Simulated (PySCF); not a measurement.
B3LYP has the VWN-RPA correlation part, as in Gaussian. Delta-SCF ions had no search for a lower state. Excitations are Tamm–Dancoff values on a coarser integration grid. The basis has no diffuse functions, so Rydberg states are missing or too high.

## H$_{5}$GaN$_{2}$O, SMILES `[NH2][Ga]([NH2])[OH]` (charge 0, multiplicity 1)

The numbers are results of B3LYP-D3(BJ)/def2-TZVP run with PySCF, not measurements.

```json
{
 "HOMO": "-6.76 eV",
 "dipole_moment": "2.26 D",
 "HOMO–LUMO gap": "6.22 eV",
 "LUMO": "-0.55 eV",
 "S1 excitation (TDA)": "5.21 eV",
 "S1 oscillator strength": "0.012",
 "brightest of the four lowest singlets (TDA)": "6.87 eV",
 "T1 excitation (TDA)": "4.75 eV",
 "S1–T1 gap (TDA)": "0.46 eV",
 "vertical ionisation energy (Delta-SCF)": "9.11 eV",
 "total_energy": "-2112.8096 Ha",
 "cost": "very roughly 2.3 core-minutes"
}
```

```xyz
9

N     -0.8384     1.4153    -0.2772
Ga    -0.0790    -0.2286    -0.0110
N      1.7195    -0.5255    -0.0174
O     -1.0970    -1.7095     0.0770
H     -0.2987     2.2563    -0.1473
H     -1.8073     1.5742    -0.0517
H      2.0661    -1.4302     0.2599
H      2.3713     0.2037     0.2222
H     -2.0365    -1.5557    -0.0545
```
Charge 0, spin multiplicity 1.
